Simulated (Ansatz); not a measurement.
Breaking the Se1–F2 bond in FHOSe (SMILES O[Se]F) (multiplicity 1 held, fragments rigid). Energies count from the point at 1.771 Å.
Geometry at that point (charge 0, multiplicity 1):
```xyz
4

Se     0.08590     0.00792     0.39476
F     -0.01164     1.33658    -0.77191
O     -0.20678    -1.35411    -0.70777
H     -1.16178    -1.46569    -0.81252
```

R- and RO- levels are restricted; in cc, def2 and unpolarised 6-31G sets they are followed outwards from rest. Unrestricted levels (U-) break spin symmetry where that is lower. Active spaces are followed from a long bond inwards. Levels need not reach the same state.

Cores are frozen in the correlated methods. Filled d and f shells under p-block atoms count as core.

Programs: Ansatz (Gaussian orbitals). Values without a source in brackets are computed.

Energies in kcal/mol.

| R (Å) | R-HF/cc-pVDZ | R-MP2/cc-pVDZ | U-MP2/cc-pVDZ | R-SCS-MP2/cc-pVDZ | R-CCSD(T)/cc-pVDZ | FIC-MRCISD+Q on CASSCF(6,4)/cc-pVDZ |
|---|---|---|---|---|---|---|
| 1.417 | 71.5 | 81.0 | 81.0 | 81.4 | 81.8 | 81.1 |
| 1.594 | 10.7 | 15.3 | 15.3 | 15.5 | 15.8 | 15.4 |
| 1.771 | 0.0 | 0.0 | 0.0 | 0.0 | 0.0 | 0.0 |
| 1.948 | 10.0 | 5.7 | 5.7 | 5.4 | 5.0 | 5.3 |
| 2.125 | 27.6 | 19.0 | 35.9 | 18.3 | 17.3 | 18.0 |
| 2.391 | 56.3 | 41.4 | 62.2 | 40.1 | 37.0 | 38.1 |
| 2.656 | 82.5 | 61.0 | 69.5 | 58.9 | 51.2 | 52.7 |
| 3.099 | 117.3 | 83.0 | 72.9 | 79.2 | 54.3 | 63.3 |
| 3.542 | 141.9 | 91.3 | 73.9 | 85.1 | 35.2 | 66.4 |
| 4.073 | 160.9 | 87.4 | 74.0 | 77.5 | 8.2 | 66.9 |
| 4.781 | 175.0 | 69.5 | 74.1 | 53.8 | -9.2 | 67.0 |
| 5.667 | 184.0 | 39.3 | 74.1 | 16.3 | -10.0 | 67.0 |

Doubts at one or more of the structures used: a restricted determinant that unrestricted orbitals would lower (R-HF/cc-pVDZ, R-MP2/cc-pVDZ, R-SCS-MP2/cc-pVDZ, R-CCSD(T)/cc-pVDZ); a spin-contaminated determinant (U-MP2/cc-pVDZ); other coupled-cluster roots lie near (R-CCSD(T)/cc-pVDZ); T1 above 0.05 (R-CCSD(T)/cc-pVDZ); active orbitals that take no part (FIC-MRCISD+Q on CASSCF(6,4)/cc-pVDZ).

Ansatz is a quantum-chemistry and plane-wave program.
